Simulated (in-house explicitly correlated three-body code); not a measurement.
Computed with an exponentially correlated three-body code. Model: two electrons around a point charge, non-relativistic, variational in 260 exponentially correlated functions (energies converged to about 1e-7 hartree, or 1e-8 relative for large Z).

For two electrons in a singlet the Kohn-Sham orbital is the square root of half the density, so the exact Kohn-Sham potential and energy parts follow from the density alone, and exchange is minus half the Hartree energy. The Kohn-Sham level equals minus the binding energy of the second electron.

Command:
```bash
python run_hyl.py task.json out
```
Settings (lengths in bohr, energies in hartree):
```
Z                      5.3
interaction_strength   1
functions              260
states_tried           13
```

Cost of the run: 47 s on 1 thread of Intel(R) Xeon(R) Platinum 8259CL CPU @ 2.50GHz (Skylake/Cascade Lake), on a shared host.

**Converged states only, values per electron or pair.**

Given: nuclear charge 5.3.

```tsv
term	mean r (bohr)	mean r squared (bohr²)	mean inverse r (1/bohr)	mean r12 (bohr)	mean inverse r12 (1/bohr)	mean cosine	mean p1 dot p2 (bohr⁻²)	delta r1 (bohr⁻³)	delta r12 (bohr⁻³)
1 1S	0.30476	0.12509	4.9876	0.45252	3.0019	-0.024957	0.5925	41.719	4.0415
2 3S	0.77554	0.9896	3.2184	1.3134	0.89787	-0.0080068	0.042061	25.766	-
2 1S	0.81571	1.1135	3.1968	1.3816	1.0049	-0.011177	0.049896	25.557	0.62713
2 3P	0.69974	0.80334	3.1993	1.178	1.0393	-0.066905	-1.4624	23.416	-
2 1P	0.73037	0.88497	3.1831	1.2038	1.0786	0.034072	1.3432	23.751	0.14079
3 3S	1.615	4.983	2.8975	2.9659	0.43062	-0.0025705	0.012113	24.278	-
3 1S	?	?	?	?	?	?	?	?	?
3 3P	1.5607	4.6969	2.8922	2.861	0.4667	-0.016822	-0.35154	23.624	-
3 1P	1.6048	4.9875	2.8878	2.9408	0.47984	0.008652	0.35928	23.704	0.04658
4 3S	2.8033	15.992	2.788	5.334	0.24971	-0.0011002	0.0050228	23.935	-
4 1S	2.8824	16.96	2.7856	5.491	0.26102	-0.0015311	0.0064909	23.92	0.076936
4 3P	?	?	?	?	?	?	?	?	-
4 1P	2.8287	16.436	2.7839	5.3829	0.26973	0.003448	0.14609	23.697	0.020318
```

Question: What belongs in the row 3 1S?

Answer: mean r (bohr): 1.6743; mean r squared (bohr²): 5.3919; mean inverse r (1/bohr): 2.8918; mean r12 (bohr): 3.0814; mean inverse r12 (1/bohr): 0.45887; mean cosine: -0.0035619; mean p1 dot p2 (bohr⁻²): 0.015258; delta r1 (bohr⁻³): 24.235; delta r12 (bohr⁻³): 0.18385.

Question: What belongs in the row 4 3P?

Answer: mean r (bohr): 2.7703; mean r squared (bohr²): 15.733; mean inverse r (1/bohr): 2.7858; mean r12 (bohr): 5.2693; mean inverse r12 (1/bohr): 0.26405; mean cosine: -0.0067086; mean p1 dot p2 (bohr⁻²): -0.13794; delta r1 (bohr⁻³): 23.666.

**Exact Kohn-Sham parts of the ground state from its density.**

Computed: total energy -24.9335646 hartree; Kohn-Sham kinetic 24.891 hartree; Hartree energy 6.179 hartree; kinetic part of the DFT correlation energy 0.042725 hartree; potential part of the DFT correlation energy -0.087572 hartree; exact minus restricted Hartree-Fock -0.044844 hartree; Kohn-Sham level -296.29 eV; restricted Hartree-Fock level -296.59 eV; dipole polarisability 0.015268 bohr³; C6 of two such species 0.0017832 hartree·bohr⁶.

Question: What is the DFT correlation energy?

Answer: -0.044847 hartree.

Question: What is the exchange energy?

Answer: -3.0895 hartree.

**Functionals on the exact density and self-consistent, errors are functional minus exact, hybrids only self-consistent, a dash where a self-consistent run leaves the top level unbound.**

```tsv
result	exchange error (millihartree)	correlation error (millihartree)	functional driven error (millihartree)	density driven error (millihartree)	self consistent total error (millihartree)	top level plus exact binding (eV)
B3LYP VWN-RPA	-	-	-	-	12.609	23.238
HSE06	-	-	-	-	35.818	22.583
PBE0	-	-	-	-	39.499	22.19
OLYP	?	?	?	?	?	?
PBEsol	189.37	-15.229	174.14	-1.3323	172.81	31.271
revTPSS	-3.2883	-5.2981	-8.5864	-0.22007	-8.8065	27.236
AM05	336.57	-99.94	236.63	-1.6249	235	32.045
RPBE	?	?	?	?	?	?
LDA PW92	435.85	-121.21	314.64	-2.4209	312.22	32.361
LDA VWN5	435.85	-122.11	313.74	-2.417	311.32	32.348
```

Question: What belongs in the row OLYP?

Answer: exchange error (millihartree): 13.15; correlation error (millihartree): -4.9977; functional driven error (millihartree): 8.1525; density driven error (millihartree): -1.428; self consistent total error (millihartree): 6.7245; top level plus exact binding (eV): 29.458.

Question: What belongs in the row RPBE?

Answer: exchange error (millihartree): 3.9998; correlation error (millihartree): -2.0475; functional driven error (millihartree): 1.9523; density driven error (millihartree): -1.3735; self consistent total error (millihartree): 0.57878; top level plus exact binding (eV): 29.619.

**Density and exact potentials over r, pair density (one pair, times 4 pi r12^2) and exact minus Kohn-Sham pair density over r12.**

```csv
radius (bohr),radial density (electrons/bohr),exchange potential (hartree),intracule density (1/bohr),Coulomb hole against Kohn-Sham (1/bohr),correlation potential (hartree)
0.0389,1.0525,-4.8795,0.077633,-0.01369,-0.037
0.0452,1.3301,-4.8463,0.10445,-0.01776,-0.034
0.0524,1.6578,-4.8043,0.13959,-0.02276,-0.03
0.0608,2.0443,-4.7509,0.18632,-0.02892,-0.026
0.0706,2.4886,-4.6834,0.24802,-0.03631,-0.02
0.082,2.9819,-4.5991,0.32846,-0.04488,-0.014
0.0952,3.5052,-4.4958,0.43142,-0.05432,-0.007
0.11,4.0164,-4.3748,0.55658,-0.06376,0
0.128,4.5193,-4.2234,0.71786,-0.07299,0.007
0.149,4.9393,-4.0447,0.91112,-0.08,0.013
0.173,5.2151,-3.8421,1.1281,-0.08272,0.018
0.201,5.3024,-3.6126,1.3622,-0.07916,0.021
0.233,?,?,?,?,?
0.27,4.7909,-3.0979,1.7834,-0.04846,0.021
0.314,4.1867,-2.8133,1.9121,-0.02207,0.018
0.364,3.4367,-2.5307,1.9327,0.005806,0.015
0.423,2.6043,-2.2476,1.8217,0.02992,0.011
0.491,?,?,?,?,?
0.569,1.143,-1.7312,1.2467,0.04483,0.004
0.661,0.63624,-1.5023,0.87164,0.03537,0.002
0.767,0.31022,-1.3001,0.53292,0.02147,0.001
0.891,0.12817,-1.1212,0.27611,0.009344,0.001
```

Question: What belongs in the row 0.233?

Answer: radial density (electrons/bohr): 5.164; exchange potential (hartree): -3.3639; intracule density (1/bohr): 1.5892; Coulomb hole against Kohn-Sham (1/bohr): -0.06784; correlation potential (hartree): 0.022.

Question: What belongs in the row 0.491?

Answer: radial density (electrons/bohr): 1.8104; exchange potential (hartree): -1.9788; intracule density (1/bohr): 1.5806; Coulomb hole against Kohn-Sham (1/bohr): 0.04373; correlation potential (hartree): 0.007.

The density-driven part is never positive, since each functional's own density lowers its energy. Here it is small beside the functional-driven part (median ratio 0.0077), the normal case.
